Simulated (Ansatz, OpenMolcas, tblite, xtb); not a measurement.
AlGeH4Cl (SMILES [Cl][AlH][GeH3]): the HOMO–LUMO gap, rung by rung

The species is AlGeH4Cl (7 atoms), meant as a singlet with charge 0. SMILES: `[Cl][AlH][GeH3]`. Geometry: relaxed at PBE0-D4/def2-TZVP.

Quantity: the HOMO–LUMO gap, in eV. The values are calculated.

| level | kind | program | value (eV) | CPU time |
| --- | --- | --- | --- | --- |
| GFN2-xTB | semi-empirical | xtb | 4.02 | under 2 s |
| IPEA1-xTB | semi-empirical | tblite | 4.69 | under 2 s |
| HF/def2-SVP | Hartree–Fock | OpenMolcas | 11.21 | 12 s |
| SVWN5/def2-SVP | LDA | Ansatz | 3.87 | 2.2 s |
| PBE/def2-SVP | GGA | Ansatz | 3.99 | 3.4 s |
| TPSS/def2-SVP | meta-GGA | OpenMolcas | 4.30 | 46 s |
| BHLYP/def2-SVP | global hybrid | OpenMolcas | 7.63 | 30 s |
| wB97M-V/def2-SVP | range-separated hybrid | Ansatz | 9.55 | 32 s |
| PBE-QIDH/def2-SVP | double hybrid | Ansatz | 9.08 | 6.2 s |

All-electron rows without a relativistic Hamiltonian named are non-relativistic. The values span 3.87 to 11.21 eV. Orbital gaps aren't excitation energies, and those of double hybrids come from the SCF part alone; they tend to grow with the share of exact exchange. Times are those of the runs behind each value, whatever else they computed, on shared processors of several kinds: orders of magnitude only.
